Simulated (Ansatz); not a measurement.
Relaxation of 1-ethyl-3-methylimidazolium hexafluorophosphate, `CCn1cc[n+](C)c1.F[P-](F)(F)(F)(F)F` with RKS r2SCAN-D4/def2-SVP.

```sh
$ ansatz run in.yaml --threads 4 --pin off --events-out ev --progress --plain --max-ram 6963MiB
```

```yaml
crystal:
  periodic: [false, false, false]
  atoms:
    - {symbol: C, position_ang: [2.759710, -0.290620, -0.056060]}
    - {symbol: C, position_ang: [2.039490, -0.583380, -1.368170]}
    - {symbol: N, position_ang: [0.617480, -0.735070, -1.159180]}
    - {symbol: C, position_ang: [0.001170, -1.826470, -0.629500]}
    - {symbol: C, position_ang: [-1.322800, -1.530650, -0.523260]}
    - {symbol: N, position_ang: [-1.493520, -0.266350, -0.992700]}
    - {symbol: C, position_ang: [-2.726290, 0.469440, -1.003600]}
    - {symbol: C, position_ang: [-0.307470, 0.195550, -1.365090]}
    - {symbol: H, position_ang: [3.818920, -0.144650, -0.246020]}
    - {symbol: H, position_ang: [2.632980, -1.110030, 0.645220]}
    - {symbol: H, position_ang: [2.356200, 0.604350, 0.408530]}
    - {symbol: H, position_ang: [2.190540, 0.239270, -2.070040]}
    - {symbol: H, position_ang: [2.418910, -1.506720, -1.815010]}
    - {symbol: H, position_ang: [0.537640, -2.707140, -0.344650]}
    - {symbol: H, position_ang: [-2.132140, -2.108430, -0.128930]}
    - {symbol: H, position_ang: [-3.559620, -0.211920, -1.160920]}
    - {symbol: H, position_ang: [-2.703410, 1.217410, -1.792910]}
    - {symbol: H, position_ang: [-2.851890, 0.970900, -0.042280]}
    - {symbol: H, position_ang: [-0.120760, 1.181630, -1.740760]}
    - {symbol: F, position_ang: [1.225100, 1.633910, 2.466660]}
    - {symbol: P, position_ang: [-0.303760, 1.178410, 2.241340]}
    - {symbol: F, position_ang: [0.232300, -0.269840, 1.674930]}
    - {symbol: F, position_ang: [-0.207050, 1.743470, 0.682570]}
    - {symbol: F, position_ang: [-0.411430, 0.577080, 3.717670]}
    - {symbol: F, position_ang: [-1.825840, 0.676500, 1.893550]}
    - {symbol: F, position_ang: [-0.864470, 2.603400, 2.708610]}
basis:
  gaussian: {orbitals: def2-SVP}
hamiltonian: {xc: r2scan, dispersion: d4}
scf: {lower_state_search: "off"}
output: {orbitals: {seedname: orbitals}}
relax: {f_tol: 0.03, max_steps: 70}
```

Hardware: 4 threads of Intel Xeon 6975P-C on a shared host. Wall time 2.5 min, peak host memory 0.62 GiB.

Positions (Å) and forces (eV/Å) at steps 1, 2, 3, 4, 5, 6, 7, 8, 9, 10, 11 of 38:

```xyz
26
step=1 energy=-34941.3478 eV
C     2.760   -0.291   -0.056   -0.261    0.018   -0.398
C     2.039   -0.583   -1.368    0.642    0.201    0.624
N     0.617   -0.735   -1.159   -0.239    0.017   -0.337
C     0.001   -1.826   -0.629   -0.336   -0.335    0.151
C    -1.323   -1.531   -0.523    0.188   -0.464    0.154
N    -1.494   -0.266   -0.993    0.063   -0.066   -0.249
C    -2.726    0.469   -1.004   -0.292    0.419    0.251
C    -0.307    0.196   -1.365    0.172    0.490   -0.098
H     3.819   -0.145   -0.246    0.483    0.018   -0.112
H     2.633   -1.110    0.645   -0.039   -0.312    0.334
H     2.356    0.604    0.409   -0.195    0.352    0.268
H     2.191    0.239   -2.070   -0.028    0.121   -0.288
H     2.419   -1.507   -1.815   -0.003   -0.178   -0.254
H     0.538   -2.707   -0.345    0.345   -0.516    0.183
H    -2.132   -2.108   -0.129   -0.501   -0.327    0.249
H    -3.560   -0.212   -1.161   -0.201   -0.232   -0.141
H    -2.703    1.217   -1.793    0.005    0.163   -0.295
H    -2.852    0.971   -0.042    0.063    0.104    0.331
H    -0.121    1.182   -1.741    0.113    0.526   -0.174
F     1.225    1.634    2.467    0.487    0.209    0.179
P    -0.304    1.178    2.241   -0.140   -0.201   -0.616
F     0.232   -0.270    1.675    0.242   -0.427   -0.070
F    -0.207    1.743    0.683    0.050    0.278   -0.383
F    -0.411    0.577    3.718   -0.017   -0.168    0.497
F    -1.826    0.676    1.894   -0.493   -0.126   -0.013
F    -0.864    2.603    2.709   -0.107    0.436    0.208
26
step=2 energy=-34941.4485 eV
C     2.738   -0.267    0.003   -0.113    0.007   -0.188
C     2.041   -0.569   -1.320    0.348    0.118    0.266
N     0.605   -0.748   -1.157   -0.137   -0.038   -0.204
C    -0.016   -1.859   -0.643   -0.162   -0.175    0.075
C    -1.343   -1.561   -0.533    0.078   -0.247    0.075
N    -1.508   -0.278   -0.988    0.025   -0.026   -0.154
C    -2.734    0.490   -0.949   -0.234    0.233    0.100
C    -0.316    0.196   -1.350    0.088    0.202   -0.020
H     3.807   -0.106   -0.181    0.125   -0.003   -0.047
H     2.621   -1.098    0.708   -0.002   -0.071    0.095
H     2.311    0.623    0.479   -0.014    0.056    0.039
H     2.183    0.257   -2.029   -0.013    0.034   -0.102
H     2.434   -1.482   -1.789    0.014   -0.051   -0.061
H     0.530   -2.749   -0.356    0.102   -0.107    0.023
H    -2.164   -2.142   -0.133   -0.138   -0.058    0.034
H    -3.582   -0.180   -1.127   -0.049   -0.053   -0.056
H    -2.709    1.261   -1.726    0.018    0.016   -0.087
H    -2.827    0.960    0.039    0.048   -0.025    0.008
H    -0.120    1.204   -1.695    0.018    0.056   -0.049
F     1.253    1.633    2.386    0.280    0.129    0.106
P    -0.276    1.163    2.147   -0.064   -0.073   -0.252
F     0.279   -0.279    1.567    0.057   -0.145    0.050
F    -0.181    1.757    0.594    0.024    0.185   -0.098
F    -0.380    0.541    3.622   -0.009   -0.099    0.262
F    -1.799    0.650    1.796   -0.227   -0.081    0.079
F    -0.849    2.582    2.637   -0.062    0.218    0.108
26
step=3 energy=-34941.4752 eV
C     2.752   -0.267   -0.012   -0.072   -0.015   -0.033
C     2.051   -0.582   -1.327    0.113    0.046    0.028
N     0.604   -0.772   -1.178   -0.014    0.002    0.088
C    -0.023   -1.891   -0.668   -0.022   -0.015   -0.011
C    -1.353   -1.592   -0.565    0.019    0.002    0.035
N    -1.511   -0.296   -1.013    0.057    0.007    0.008
C    -2.736    0.489   -0.955   -0.086    0.060    0.054
C    -0.312    0.186   -1.353   -0.016   -0.059   -0.018
H     3.825   -0.115   -0.209   -0.051   -0.010    0.003
H     2.638   -1.090    0.710    0.006    0.035   -0.025
H     2.332    0.633    0.460    0.018   -0.033   -0.020
H     2.185    0.237   -2.051   -0.016   -0.021    0.001
H     2.447   -1.496   -1.800   -0.008    0.007    0.028
H     0.526   -2.787   -0.385   -0.009    0.061   -0.045
H    -2.184   -2.176   -0.175    0.030    0.056   -0.047
H    -3.592   -0.171   -1.153    0.038    0.026    0.002
H    -2.700    1.274   -1.723    0.020   -0.042    0.029
H    -2.814    0.937    0.048    0.019   -0.035   -0.071
H    -0.111    1.201   -1.686   -0.011   -0.066    0.020
F     1.246    1.675    2.423    0.080    0.040    0.037
P    -0.286    1.195    2.186   -0.021   -0.041   -0.190
F     0.275   -0.248    1.603    0.007   -0.038   -0.023
F    -0.200    1.796    0.630   -0.016    0.020   -0.009
F    -0.381    0.570    3.666    0.004   -0.026    0.085
F    -1.815    0.674    1.845   -0.056   -0.017    0.031
F    -0.864    2.615    2.683   -0.013    0.056    0.043
26
step=4 energy=-34941.4792 eV
C     2.746   -0.259   -0.010   -0.014   -0.003   -0.024
C     2.055   -0.587   -1.325    0.025    0.011    0.012
N     0.606   -0.776   -1.175   -0.010   -0.026   -0.006
C    -0.023   -1.897   -0.673   -0.007    0.011    0.008
C    -1.352   -1.593   -0.565    0.008    0.008   -0.008
N    -1.507   -0.297   -1.010    0.005   -0.005    0.009
C    -2.730    0.494   -0.948   -0.018    0.009    0.006
C    -0.308    0.181   -1.353    0.003   -0.033    0.022
H     3.819   -0.111   -0.205   -0.021    0.002    0.013
H     2.628   -1.074    0.720   -0.001    0.022   -0.018
H     2.325    0.646    0.450    0.012   -0.017   -0.009
H     2.188    0.225   -2.057   -0.003   -0.018    0.007
H     2.452   -1.506   -1.786   -0.005    0.006    0.021
H     0.524   -2.796   -0.403   -0.001    0.033   -0.016
H    -2.186   -2.177   -0.184    0.012    0.030   -0.020
H    -3.588   -0.161   -1.148    0.019    0.012    0.003
H    -2.688    1.279   -1.714    0.009   -0.014    0.016
H    -2.803    0.938    0.055    0.008   -0.011   -0.023
H    -0.105    1.195   -1.686   -0.002   -0.021    0.015
F     1.246    1.678    2.407    0.011    0.010    0.012
P    -0.290    1.195    2.182   -0.023   -0.010   -0.098
F     0.269   -0.246    1.589   -0.008    0.008   -0.003
F    -0.221    1.802    0.627   -0.019   -0.004    0.029
F    -0.368    0.564    3.663    0.013   -0.001    0.010
F    -1.823    0.671    1.857    0.001    0.001    0.027
F    -0.866    2.613    2.692    0.007   -0.001    0.017
26
step=5 energy=-34941.4845 eV
C     2.740   -0.247   -0.011    0.037    0.007    0.014
C     2.064   -0.604   -1.322   -0.073   -0.028   -0.026
N     0.613   -0.791   -1.177    0.023   -0.026   -0.032
C    -0.024   -1.910   -0.684    0.009    0.003   -0.034
C    -1.350   -1.600   -0.576   -0.008    0.028   -0.009
N    -1.496   -0.298   -1.007   -0.038   -0.009    0.004
C    -2.712    0.505   -0.932    0.057   -0.052   -0.044
C    -0.295    0.172   -1.347    0.014    0.008    0.015
H     3.815   -0.106   -0.197    0.008    0.011    0.012
H     2.613   -1.043    0.737   -0.006    0.009   -0.007
H     2.319    0.670    0.424    0.006   -0.003    0.002
H     2.200    0.189   -2.074    0.012   -0.018    0.011
H     2.463   -1.535   -1.757   -0.004    0.012    0.016
H     0.521   -2.815   -0.428    0.000   -0.008    0.007
H    -2.192   -2.180   -0.211   -0.003   -0.006    0.013
H    -3.575   -0.138   -1.144   -0.006   -0.002    0.004
H    -2.658    1.299   -1.686   -0.005    0.017    0.009
H    -2.778    0.934    0.077   -0.009    0.016    0.026
H    -0.084    1.188   -1.668    0.006    0.022    0.003
F     1.235    1.696    2.349   -0.091   -0.026   -0.025
P    -0.308    1.199    2.176   -0.062    0.043    0.063
F     0.243   -0.231    1.547   -0.026    0.057    0.028
F    -0.305    1.825    0.625   -0.016   -0.041    0.093
F    -0.321    0.551    3.655    0.019    0.041   -0.121
F    -1.850    0.663    1.908    0.109    0.027    0.006
F    -0.877    2.608    2.725    0.047   -0.080   -0.027
26
step=6 energy=-34941.4883 eV
C     2.740   -0.244   -0.011    0.032    0.010    0.034
C     2.075   -0.624   -1.321   -0.079   -0.036   -0.048
N     0.622   -0.806   -1.184    0.018   -0.026   -0.068
C    -0.023   -1.928   -0.708    0.035    0.021    0.012
C    -1.346   -1.606   -0.590   -0.030    0.026   -0.048
N    -1.484   -0.299   -1.006   -0.028    0.001    0.025
C    -2.693    0.514   -0.914    0.051   -0.062   -0.038
C    -0.279    0.167   -1.341    0.020    0.018    0.022
H     3.818   -0.110   -0.188    0.012    0.008    0.004
H     2.603   -1.025    0.750   -0.006    0.005   -0.008
H     2.319    0.682    0.405    0.003   -0.005    0.001
H     2.217    0.154   -2.087    0.017   -0.019    0.014
H     2.474   -1.564   -1.734   -0.004    0.018    0.015
H     0.515   -2.840   -0.469   -0.007   -0.014    0.013
H    -2.194   -2.183   -0.231   -0.004   -0.021    0.012
H    -3.561   -0.117   -1.140   -0.008   -0.004    0.000
H    -2.630    1.323   -1.651   -0.004    0.015    0.016
H    -2.754    0.922    0.103   -0.013    0.015    0.020
H    -0.061    1.186   -1.644    0.005    0.024    0.006
F     1.212    1.730    2.282   -0.151   -0.033   -0.035
P    -0.332    1.211    2.171   -0.081    0.057    0.138
F     0.215   -0.205    1.507   -0.040    0.061    0.039
F    -0.408    1.851    0.626    0.004   -0.063    0.143
F    -0.269    0.550    3.647    0.008    0.071   -0.207
F    -1.877    0.654    1.968    0.176    0.037   -0.014
F    -0.897    2.606    2.759    0.074   -0.103   -0.049
26
step=7 energy=-34941.4921 eV
C     2.741   -0.251   -0.009    0.022    0.010    0.017
C     2.080   -0.636   -1.321   -0.036   -0.020   -0.013
N     0.627   -0.813   -1.189    0.003   -0.003   -0.015
C    -0.022   -1.936   -0.723    0.022   -0.002   -0.037
C    -1.345   -1.614   -0.609   -0.014    0.036    0.018
N    -1.477   -0.300   -1.003   -0.008   -0.001   -0.006
C    -2.684    0.513   -0.901    0.008   -0.033   -0.024
C    -0.270    0.167   -1.331    0.008    0.006    0.001
H     3.820   -0.119   -0.182    0.007    0.003    0.004
H     2.597   -1.029    0.755   -0.003    0.004   -0.010
H     2.319    0.677    0.401    0.005   -0.009   -0.002
H     2.231    0.137   -2.091    0.008   -0.014    0.011
H     2.479   -1.579   -1.727   -0.006    0.013    0.011
H     0.514   -2.853   -0.493   -0.010   -0.006   -0.002
H    -2.195   -2.193   -0.259    0.001   -0.012    0.007
H    -3.553   -0.111   -1.146    0.003    0.002   -0.003
H    -2.616    1.340   -1.618   -0.001   -0.001    0.024
H    -2.751    0.901    0.125   -0.005    0.000   -0.003
H    -0.047    1.191   -1.616    0.000    0.004    0.010
F     1.195    1.763    2.239   -0.126   -0.020   -0.022
P    -0.345    1.228    2.169   -0.080    0.043    0.103
F     0.200   -0.179    1.484   -0.033    0.027    0.028
F    -0.469    1.871    0.629    0.017   -0.054    0.133
F    -0.234    0.561    3.638    0.000    0.065   -0.181
F    -1.887    0.654    2.003    0.153    0.031   -0.013
F    -0.909    2.613    2.777    0.065   -0.068   -0.035
26
step=8 energy=-34941.4962 eV
C     2.747   -0.269   -0.002   -0.029   -0.001   -0.006
C     2.087   -0.649   -1.319    0.047    0.012    0.009
N     0.634   -0.820   -1.197   -0.026    0.018   -0.003
C    -0.019   -1.953   -0.763    0.013    0.014    0.034
C    -1.341   -1.627   -0.635   -0.007    0.000   -0.029
N    -1.468   -0.305   -1.000    0.042    0.011    0.037
C    -2.678    0.501   -0.884   -0.064    0.039    0.020
C    -0.259    0.168   -1.311    0.005   -0.025   -0.032
H     3.828   -0.142   -0.170   -0.007   -0.007   -0.003
H     2.595   -1.048    0.758    0.003   -0.003    0.000
H     2.329    0.660    0.408    0.002   -0.002   -0.001
H     2.251    0.122   -2.087   -0.006   -0.001   -0.003
H     2.483   -1.595   -1.722   -0.004   -0.002    0.000
H     0.510   -2.881   -0.560   -0.008    0.021   -0.008
H    -2.191   -2.214   -0.296    0.004    0.005   -0.017
H    -3.542   -0.115   -1.168    0.034    0.027   -0.002
H    -2.600    1.361   -1.563    0.002   -0.052    0.050
H    -2.763    0.851    0.156    0.005   -0.023   -0.056
H    -0.032    1.202   -1.560   -0.010   -0.040    0.019
F     1.174    1.810    2.177   -0.068    0.001    0.005
P    -0.363    1.263    2.166   -0.053    0.008   -0.005
F     0.169   -0.137    1.456   -0.010   -0.026    0.005
F    -0.550    1.910    0.636    0.022   -0.035    0.094
F    -0.187    0.591    3.625   -0.009    0.043   -0.106
F    -1.902    0.677    2.054    0.083    0.014    0.001
F    -0.912    2.639    2.802    0.039    0.002   -0.001
26
step=9 energy=-34941.4985 eV
C     2.744   -0.281    0.008   -0.023   -0.004   -0.020
C     2.092   -0.653   -1.315    0.053    0.014    0.028
N     0.638   -0.823   -1.201   -0.030    0.017    0.022
C    -0.016   -1.964   -0.789   -0.008    0.004   -0.025
C    -1.339   -1.643   -0.666    0.016    0.021    0.046
N    -1.464   -0.311   -0.995    0.023   -0.017   -0.031
C    -2.676    0.489   -0.866   -0.072    0.050    0.006
C    -0.254    0.168   -1.297    0.000   -0.031   -0.008
H     3.826   -0.157   -0.152   -0.004   -0.006    0.002
H     2.584   -1.063    0.764    0.003   -0.003    0.000
H     2.327    0.648    0.420    0.001    0.002   -0.001
H     2.263    0.120   -2.079   -0.009    0.004   -0.002
H     2.488   -1.598   -1.718    0.000   -0.005   -0.007
H     0.511   -2.897   -0.604   -0.002    0.025   -0.016
H    -2.191   -2.240   -0.350    0.008    0.018   -0.010
H    -3.534   -0.117   -1.191    0.041    0.039    0.006
H    -2.588    1.377   -1.506   -0.002   -0.066    0.057
H    -2.779    0.798    0.186    0.012   -0.028   -0.066
H    -0.025    1.208   -1.517   -0.009   -0.041    0.016
F     1.169    1.834    2.125   -0.040    0.005    0.015
P    -0.368    1.290    2.160   -0.036   -0.017   -0.048
F     0.142   -0.113    1.439   -0.002   -0.025    0.009
F    -0.595    1.933    0.634    0.018   -0.015    0.066
F    -0.152    0.622    3.612   -0.008    0.024   -0.057
F    -1.909    0.708    2.089    0.048    0.012    0.014
F    -0.894    2.668    2.808    0.023    0.024    0.004
26
step=10 energy=-34941.5008 eV
C     2.738   -0.296    0.020   -0.005   -0.009   -0.019
C     2.097   -0.652   -1.312    0.024    0.008    0.022
N     0.643   -0.826   -1.208   -0.022    0.005    0.016
C    -0.010   -1.977   -0.824   -0.008    0.004   -0.008
C    -1.334   -1.661   -0.694    0.009    0.025    0.019
N    -1.461   -0.322   -0.996   -0.003   -0.031   -0.013
C    -2.677    0.469   -0.850   -0.058    0.062    0.000
C    -0.251    0.165   -1.284    0.002   -0.012   -0.006
H     3.822   -0.175   -0.129   -0.001   -0.002    0.008
H     2.570   -1.087    0.766    0.001    0.000   -0.004
H     2.322    0.630    0.439   -0.001    0.003    0.000
H     2.271    0.131   -2.066   -0.006    0.003    0.006
H     2.496   -1.592   -1.723    0.002    0.000   -0.007
H     0.518   -2.915   -0.664    0.001    0.025   -0.011
H    -2.186   -2.268   -0.398    0.015    0.027   -0.010
H    -3.529   -0.121   -1.221    0.062    0.060    0.028
H    -2.577    1.389   -1.443   -0.011   -0.103    0.078
H    -2.798    0.730    0.215    0.011   -0.026   -0.094
H    -0.024    1.212   -1.472   -0.009   -0.041    0.008
F     1.173    1.846    2.076   -0.045   -0.007    0.016
P    -0.372    1.323    2.156   -0.028   -0.036   -0.049
F     0.102   -0.096    1.435   -0.002    0.009    0.014
F    -0.628    1.954    0.632    0.006   -0.001    0.042
F    -0.126    0.665    3.607   -0.004    0.007   -0.032
F    -1.920    0.761    2.131    0.049    0.025    0.016
F    -0.859    2.714    2.807    0.018    0.005   -0.019
26
step=11 energy=-34941.5024 eV
C     2.735   -0.311    0.033   -0.006   -0.013   -0.002
C     2.102   -0.646   -1.308    0.001    0.000   -0.005
N     0.647   -0.826   -1.213   -0.005   -0.004    0.000
C    -0.002   -1.986   -0.848    0.008    0.000    0.001
C    -1.327   -1.675   -0.714   -0.004    0.028    0.005
N    -1.458   -0.333   -0.996   -0.021   -0.027   -0.013
C    -2.676    0.454   -0.830   -0.062    0.075   -0.015
C    -0.250    0.163   -1.276    0.010    0.015   -0.002
H     3.820   -0.191   -0.107   -0.004   -0.003    0.004
H     2.561   -1.113    0.765    0.003    0.003   -0.007
H     2.318    0.611    0.462    0.000    0.000   -0.002
H     2.276    0.151   -2.048   -0.003   -0.005    0.013
H     2.505   -1.578   -1.735    0.001    0.008   -0.003
H     0.528   -2.924   -0.705   -0.005    0.027   -0.007
H    -2.179   -2.289   -0.430    0.018    0.024   -0.007
H    -3.525   -0.119   -1.235    0.080    0.069    0.045
H    -2.568    1.399   -1.384   -0.017   -0.142    0.096
H    -2.806    0.674    0.243    0.015   -0.026   -0.127
H    -0.026    1.213   -1.443   -0.009   -0.048    0.006
F     1.174    1.840    2.028   -0.047   -0.009    0.012
P    -0.379    1.346    2.145   -0.026   -0.021   -0.002
F     0.054   -0.089    1.425    0.001    0.039    0.037
F    -0.654    1.968    0.622    0.000    0.014    0.029
F    -0.112    0.696    3.596    0.000   -0.006   -0.026
F    -1.936    0.813    2.159    0.053    0.026    0.013
F    -0.823    2.752    2.795    0.018   -0.023   -0.041
```
